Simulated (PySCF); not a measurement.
Input for PySCF:
```python
from pyscf import gto, scf, dft

mol = gto.Mole()
mol.atom = '''
    C    -0.71874859    0.13634016   -0.02510292
    C     0.71874859   -0.13634016    0.02510292
    H    -1.25610398   -0.58656361   -0.67710659
    H    -0.97235396    1.16105611   -0.29217710
    H    -1.23187435   -0.16588763    0.91394436
    H     0.97235396   -1.16105611    0.29217710
    H     1.25610398    0.58656361    0.67710659
    H     1.23187435    0.16588763   -0.91394436
'''
mol.basis = 'def2-tzvp'
mol.charge = 1
mol.spin = 1
mol.verbose = 4
mol.build()

mf = dft.UKS(mol)
mf.xc = 'b97m_v'
mf.grids.atom_grid = (99, 590)
mf.grids.prune = None
mf.kernel()
```

Q: What does this run give for the <S^2>, HOMO energy, number of basis functions, nuclear repulsion energy, total energy, Mulliken (on the basis functions themselves) charges in atom order?

A: 
- <S^2>: 0.752
- HOMO energy: -16.20 eV
- number of basis functions: 98
- nuclear repulsion energy: 42.7158 Eh
- total energy: -79.425030 Ha
- Mulliken (on the basis functions themselves) charges in atom order: C1 -0.22, C2 -0.22, H3 0.26, H4 0.20, H5 0.26, H6 0.20, H7 0.26, H8 0.26

These values belong to the state on which the SCF converged, which isn't shown to be the lowest.

Q: Roughly what does it cost on one core?

A: around 2.8 core-minutes (rough).
